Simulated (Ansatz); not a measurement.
manganese atom (Mn), sextet; Ansatz (a quantum-chemistry and plane-wave program) with PBE/6-31G**.

The Ansatz input:
Ansatz 0.2 input:
```yaml
crystal:
  periodic: [false, false, false]
  atoms:
    - {symbol: Mn, position_ang: [0.00000000, 0.00000000, 0.00000000]}
basis:
  gaussian:
    orbitals: 6-31G__.json
hamiltonian:
  xc: pbe
magnetization: {spin_polarized: true, initial_magnetization: 5}
accuracy: high
```
The basis file holds 6-31G** in the JSON format of the Basis Set Exchange.

What the program printed (banner, timings and long lists left out):

```
Functional definition: PBE
379 factors; integrals over basis functions are off by at most 3.3e-9 eV
mean field evaluation 1: about -31300.8332 eV, gradient 4.0e1 eV
mean field evaluation 2: about -31146.6785 eV, gradient 1.3e2 eV
mean field evaluation 4: about -31220.1912 eV, gradient 9.0e1 eV
mean field evaluation 8: about -31303.7383 eV, gradient 2.3e1 eV
mean field evaluation 16: about -31308.8332 eV, gradient 3.3e-5 eV
mean field evaluation 32: about -31303.0574 eV, gradient 2.8e1 eV
mean field evaluation 64: about -31305.5751 eV, gradient 2.8e0 eV
mean field -31308.83323588 eV, -1150.5783995291 hartree, gradient 9.2e-9 eV, S^2 8.761776; 2 other end points of the search recorded, 0 dependent functions left out
reference -31308.83323785 eV, -1150.5783996018 hartree; 15, 10 occupied and 21, 26 virtual orbitals, 379 factors
Total energy: -31308.83323785 eV, -1150.5783996018 hartree
```
